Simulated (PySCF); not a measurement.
Simulated outer-valence photoelectron spectrum of `[GeH2]([NH2])[AsH2]`. Computed with EOM-IP-CCSD/aug-cc-pVDZ in PySCF, restricted Hartree–Fock reference, 19 core orbitals frozen, non-relativistic, gas phase, PBE0-D3(BJ)/def2-SVP geometry.

Each root has a Gaussian of 0.5 eV full width with its one-hole share as area; cross sections and vibrations are left out, and the highest printed point is 100.

```json
{"ionisation energy (eV)": "8.6", "intensity": "1"}
{"ionisation energy (eV)": "8.8", "intensity": "11"}
{"ionisation energy (eV)": "9.0", "intensity": "49"}
{"ionisation energy (eV)": "9.2", "intensity": "94"}
{"ionisation energy (eV)": "9.4", "intensity": "88"}
{"ionisation energy (eV)": "9.6", "intensity": "83"}
{"ionisation energy (eV)": "9.8", "intensity": "97"}
{"ionisation energy (eV)": "10.0", "intensity": "60"}
{"ionisation energy (eV)": "10.2", "intensity": "16"}
{"ionisation energy (eV)": "10.4", "intensity": "3"}
{"ionisation energy (eV)": "10.6", "intensity": "10"}
{"ionisation energy (eV)": "10.8", "intensity": "48"}
{"ionisation energy (eV)": "11.0", "intensity": "92"}
{"ionisation energy (eV)": "11.2", "intensity": "72"}
{"ionisation energy (eV)": "11.4", "intensity": "24"}
{"ionisation energy (eV)": "11.6", "intensity": "8"}
{"ionisation energy (eV)": "11.8", "intensity": "30"}
{"ionisation energy (eV)": "12.0", "intensity": "80"}
{"ionisation energy (eV)": "12.2", "intensity": "100"}
{"ionisation energy (eV)": "12.4", "intensity": "94"}
{"ionisation energy (eV)": "12.6", "intensity": "100"}
{"ionisation energy (eV)": "12.8", "intensity": "64"}
{"ionisation energy (eV)": "13.0", "intensity": "24"}
{"ionisation energy (eV)": "13.2", "intensity": "37"}
{"ionisation energy (eV)": "13.4", "intensity": "83"}
{"ionisation energy (eV)": "13.6", "intensity": "82"}
{"ionisation energy (eV)": "13.8", "intensity": "34"}
{"ionisation energy (eV)": "14.0", "intensity": "6"}
{"ionisation energy (eV)": "14.2", "intensity": "0"}
{"ionisation energy (eV)": "14.4", "intensity": "0"}
{"ionisation energy (eV)": "14.6", "intensity": "0"}
{"ionisation energy (eV)": "14.8", "intensity": "0"}
{"ionisation energy (eV)": "15.0", "intensity": "0"}
{"ionisation energy (eV)": "15.2", "intensity": "0"}
{"ionisation energy (eV)": "15.4", "intensity": "0"}
{"ionisation energy (eV)": "15.6", "intensity": "0"}
{"ionisation energy (eV)": "15.8", "intensity": "6"}
{"ionisation energy (eV)": "16.0", "intensity": "33"}
{"ionisation energy (eV)": "16.2", "intensity": "83"}
{"ionisation energy (eV)": "16.4", "intensity": "85"}
{"ionisation energy (eV)": "16.6", "intensity": "38"}
{"ionisation energy (eV)": "16.8", "intensity": "27"}
{"ionisation energy (eV)": "17.0", "intensity": "65"}
{"ionisation energy (eV)": "17.2", "intensity": "80"}
{"ionisation energy (eV)": "17.4", "intensity": "41"}
{"ionisation energy (eV)": "17.6", "intensity": "9"}
{"ionisation energy (eV)": "17.8", "intensity": "1"}
```

Where are the maxima, and how many lines lie under the curve?

8 maxima, at 9.3, 9.8, 11.0, 12.2, 12.6, 13.5, 16.3 and 17.2 eV, from 8 lines.

List the lines with their holes.

```
E (eV)  leading hole (HF orbital)  area  Koopmans (eV)
  9.24                       HOMO  0.95           9.63
  9.80                     HOMO-1  0.94          10.88
 11.05                     HOMO-2  0.95          11.71
 12.12                     HOMO-3  0.94          12.95
 12.61                     HOMO-4  0.94          13.43
 13.50                     HOMO-5  0.93          14.67
 16.30                     HOMO-6  0.94          17.56
 17.15                     HOMO-7  0.83          18.96
```

The widest gap, 2.80 eV, lies between 13.50 and 16.30 eV. Only orbitals with −ε under 21 eV, eight at most, were ionised, so the high end of the curve may lack lines.

Shape of the structure used: `[NH2:1][GeH2:2][AsH2:3]`: H–N1–Ge2–As3 61°, H–N1–Ge2–As3 -174°, H–As3–Ge2–N1 175°, H–As3–Ge2–N1 82°.

One conformer stands for the species.
